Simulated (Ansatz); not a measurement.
The same redistribution along the group V, Nb, Ta.

Computed with Ansatz on PBE0-D4/def2-TZVP structures; ΔE is electronic, products minus reactants. CCSD(T)/CBS is the MP2 limit (def2-TZVPP, def2-QZVPP) plus CCSD(T) − MP2 in def2-TZVPP, frozen cores. Elements past krypton have def2 core potentials. For Nb, Ta, V outer-core shells are correlated without core-valence functions, which leaves a few kJ/mol of doubt a bond. Scalar relativity is left out up to krypton. One conformer a species, not always the lowest.

| reaction | CCSD/CBS(def2) (kcal/mol) |
| --- | --- |
| `[NH]=[V]([NH2])([NH2])[F]` + `BOCN` → `[NH]=[V]([NH2])([NH2])[NH2]` + `BOCF` | 24.5 |
| `[NH]=[Nb]([NH2])([NH2])[F]` + `BOCN` → `[NH]=[Nb]([NH2])([NH2])[NH2]` + `BOCF` | 28.1 |
| `[NH]=[Ta]([NH2])([NH2])[F]` + `BOCN` → `[NH]=[Ta]([NH2])([NH2])[NH2]` + `BOCF` | 27.4 |

Give the CCSD(T)/CBS values in the same order. (Best estimate.)

Ansatz gave: 24.4, 28.0, 27.4 kcal/mol.

Largest T1 diagnostic: 0.032, for `[NH]=[V]([NH2])([NH2])[NH2]`, so its coupled-cluster energy is less sure.
